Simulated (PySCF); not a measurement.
# Static response to an electric field

Compound: cyclo-(H2SnSe)3.
Cartesian coordinates in Å at the PBE0-D3(BJ)/def2-SVP level; atoms count from 1:
```
atom  x, y, z in Å
Sn1    0.420   -2.129    0.012
H2    -0.787   -2.566    1.150
H3     1.498   -3.409   -0.341
Se4    1.830   -0.252    1.003
Sn5   -0.169    1.029    1.922
H6    -1.251   -0.081    2.657
H7     0.423    2.194    3.026
Se8   -1.359    2.211    0.011
Sn9   -0.214    1.106   -1.972
H10    1.464    1.408   -1.954
H11   -1.026    1.792   -3.315
Se12  -0.713   -1.384   -2.148
```

Level: PBE0/def2-SVPD (PySCF), static field, nuclei fixed, core orbitals frozen in the response. The polarisability tensor in these axes (au):

```
x   179.61 -16.79  13.39
y   -16.79 222.02   8.11
z    13.39   8.11 222.90
```

Q: Give the principal values, the mean and the anisotropy Δα = √{½[(α1 − α2)² + (α2 − α3)² + (α1 − α3)²]}.

A: Principal values 169.37, 224.44 and 230.72 au; mean 208.18 au = 30.85 Å³ = 34.32 × 10⁻⁴⁰ C²·m²/J; Δα = 58.46 au (28 % of the mean).

Q: What is the dipole moment, and where does it point?

A: (0.55, -0.47, 0.94) D, 1.19 D in size, pointing from the negative to the positive side. Measured along this direction, the outermost atoms are H11 at the negative end and H3, Se4 and H7 at the positive end.

Q: Refractivity n − 1 of an ideal gas of it at 273.15 K and 1 atm, from the electronic α?

A: N = p/kT = 2.6868 × 10¹⁹ cm⁻³, so n − 1 = 2π × N × 30.85 × 10⁻²⁴ cm³ = 5208 × 10⁻⁶ at long wavelengths, for an ideal gas.

Q: Estimate the molar refractivity from the static electronic polarisability.

A: Lorentz–Lorenz: R = (4π/3)N_A α = 2.5225 cm³/(mol·Å³) × 30.85 Å³ = 77.8 cm³/mol, in the limit of long wavelengths.

Q: What depolarisation ratio follows for Rayleigh scattering of linearly polarised light, taking the static tensor?

A: ρ = 3Δα²/(45ᾱ² + 4Δα²) = 10253.1/(1950192 + 13670.8) = 0.00522.

Q: Give the principal axes and the span of the nuclei along them.

A: Largest value along (-0.08, 0.76, 0.65), where the nuclei span 6.51 Å; middle along (0.42, -0.56, 0.71), 6.11 Å; least along (0.90, 0.33, -0.28), 4.21 Å. The response follows the extents in order.

Geometry: PBE0-D3(BJ)/def2-SVP, one conformer, isolated molecule. Atoms past krypton carry effective core potentials; spin–orbit coupling is left out. The calculation is non-relativistic apart from the core potentials, for selenium too.
